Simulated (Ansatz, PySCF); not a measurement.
Constitutional and geometric isomers with formula H4O2Si2. Gas-phase values, no solvent. One relaxed conformer stands for each flexible species; it need not be the lowest. Strings in code marks are SMILES. Quantity: electronic energy of isomers of H4O2Si2 relative to `O=[SiH]O[SiH3]` (O–Si–O–Si torsion 1°). Level 1: PBE-D3(BJ)/def2-TZVP // r2SCAN-D4/def2-TZVP (PySCF). Level 2: frozen-core CCSD(T)/cc-pVTZ // r2SCAN-D4/def2-TZVP (Ansatz, a program for electronic structure).

| case | level 1 (kcal/mol) | level 2 (kcal/mol) |
|---|---|---|
| `O=[Si](O)[SiH3]` (Si–Si–O–H torsion 0°) | 17.8 | 23.1 |
| `O[Si](O)=[SiH2]` (H–O–Si–Si torsion -19°, Si–Si–O–H torsion -165°) | 23.8 | withheld |
| `O=[SiH][SiH2]O` (O–Si–Si–O torsion 180°, Si–Si–O–H torsion 180°) | 30.7 | 34.8 |
| `O/[SiH]=[SiH]\O` (H–O–Si–Si torsion 52°, Si–Si–O–H torsion -118°) | 36.4 | 41.3 |
| `O/[SiH]=[SiH]/O` (H–O–Si–Si torsion -58°, Si–Si–O–H torsion 58°) | 37.4 | 42.3 |

Question: Fit level 2 = a + b·x to the 4 complete rows by least squares, with x = level 1 in kcal/mol. Give a, b and the rms residual, and predict the withheld value.

Answer: Means of the 4 rows: x̄ = 30.575, ȳ = 35.375 kcal/mol. Σ(x − x̄)² = 243.73 and Σ(x − x̄)(y − ȳ) = 238.52, so b = 0.979 and a = ȳ − b·x̄ = 5.44 kcal/mol. The rms residual is 0.40 kcal/mol. At x = 23.8 the line gives 28.7 kcal/mol. The run for `O[Si](O)=[SiH2]` (H–O–Si–Si torsion -19°, Si–Si–O–H torsion -165°) gave 29.2 kcal/mol, so the line is off by 0.5 kcal/mol, within twice the rms residual.

Codes: Ansatz, PySCF.
